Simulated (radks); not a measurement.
Charge is removed step by step from the 1s down level of Ag37+, starting from 1s(up 1, down 1) 2s2 2p6. Calculated with a radial shooting solver on a logarithmic mesh with Libxc functionals: scalar-relativistic Kohn-Sham, PBE, spin-polarised, spherical densities, finite nucleus; Fermi nuclear charge, rms radius 4.5454 fm.

| removed (e) | E - E(0) (eV) | eigenvalue (eV) | E minus straight line (eV) |
|---|---|---|---|
| 0 | 0.000 | -27620 | 0.000 |
| 0.125 | 3456.4 | -27700 | -32.987 |
| 0.25 | 6922.8 | -27779 | -55.973 |
| 0.375 | 10399.1 | -27857 | -69.130 |
| 0.5 | 13884.9 | -27933 | -72.683 |
| 0.625 | 17380.1 | -28005 | -66.937 |
| 0.75 | 20884 | -28074 | -52.327 |
| 0.875 | 24396 | -28134 | -29.553 |
| 1 | 27915 | -28176 | 0.000 |

Removing the whole electron costs 27915 eV by Delta-SCF, against 27620 eV from minus the eigenvalue at the starting occupation. Slater's transition state (half an electron removed) gives 27933 eV. Integrating minus the eigenvalue over the occupation (Janak's theorem) gives 27923 eV. In this scalar-relativistic scheme the density is built from large components alone, so the theorem holds only approximately. The mean slope of the eigenvalue, de/dn, is 557 eV per electron.
